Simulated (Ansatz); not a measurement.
Program: Ansatz. Geometries: PBE0-D4/def2-TZVP. ΔE: electronic, gas phase. CCSD(T)/CBS adds triple-zeta CCSD(T) − MP2 to the extrapolated MP2 energy (def2 sets, frozen cores). DFT in def2-TZVPP. B3LYP here is the variant with VWN-RPA as its local correlation; programs differ in this. For Ge outer-core shells are correlated without core-valence functions, which leaves a few kJ/mol of doubt a bond. Scalar relativity is left out up to krypton. One conformer a species, not always the lowest.

Consider the redistribution: `O[SiH](F)S[SiH2]Cl` + `O[SiH2][GeH3]` → `O[SiH](O)S[SiH2]Cl` + `F[SiH2][GeH3]`.

(1) Is it downhill or uphill in electronic energy at CCSD(T)/CBS, and by how much? (Estimate.)

(2) What do these levels give: PBE-D4, B3LYP-D4, ωB97X-V, r2SCAN, SCS-MP2/def2-QZVPP, CCSD/CBS(def2)? (An estimate is asked.)

Largest T1 diagnostic among the species: 0.012.

## Answers

(1) Computed: Nearly level: ΔE = -1.1 kJ/mol.

(2) The calculation gave: PBE-D4 -1.9, B3LYP-D4 -0.4, ωB97X-V -0.5, r2SCAN -1.4, SCS-MP2/def2-QZVPP -1.0, CCSD/CBS(def2) -1.0 kJ/mol.
